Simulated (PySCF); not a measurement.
C3H9AlO.

```xyz
14

Al    -0.4402     1.2038     0.5767
H     -2.0060     1.3190     0.8253
O      0.5675     2.5083     1.0358
H      0.2734     3.3297     1.4397
C      0.4377    -0.3464    -0.2328
C     -0.4682    -1.5372    -0.5872
C      0.2820    -2.7096    -1.2213
H      1.2450    -0.6727     0.4515
H      0.9717     0.0054    -1.1374
H     -0.9929    -1.8915     0.3189
H     -1.2696    -1.2072    -1.2734
H      0.7825    -2.4000    -2.1541
H     -0.3934    -3.5467    -1.4636
H      1.0626    -3.0924    -0.5426
```

The structure is a stationary point at B3LYP-D3(BJ)/def2-SVP. The structure was generated by enumeration; whether it is a known compound was not checked. The values are those of a single conformer.

Method: PySCF with PBE/pcSseg-1. Non-relativistic, no solvent.

Computed absolute GIAO shielding of each atom: isotropic value and principal components (ppm):
| atom | σ(iso) | σ11 | σ22 | σ33 | span |
|---|---|---|---|---|---|
| Al1 | 341.7 | 271.2 | 337.1 | 416.8 | 145.7 |
| H2 | 26.2 | 22.8 | 24.1 | 31.6 | 8.7 |
| O3 | 235.5 | 121.4 | 282.9 | 302.2 | 180.7 |
| H4 | 27.9 | 21.9 | 23.0 | 38.7 | 16.7 |
| C5 | 166.2 | 151.9 | 159.4 | 187.4 | 35.5 |
| C6 | 157.4 | 151.6 | 156.9 | 163.9 | 12.3 |
| C7 | 157.3 | 141.7 | 149.1 | 181.2 | 39.5 |
| H8 | 30.9 | 26.6 | 30.6 | 35.5 | 8.9 |
| H9 | 31.0 | 26.7 | 30.6 | 35.6 | 8.9 |
| H10 | 29.8 | 24.7 | 29.6 | 35.2 | 10.5 |
| H11 | 29.8 | 24.6 | 29.6 | 35.1 | 10.5 |
| H12 | 30.3 | 26.9 | 28.5 | 35.5 | 8.5 |
| H13 | 29.9 | 25.5 | 27.2 | 36.9 | 11.3 |
| H14 | 30.3 | 26.9 | 28.5 | 35.4 | 8.5 |
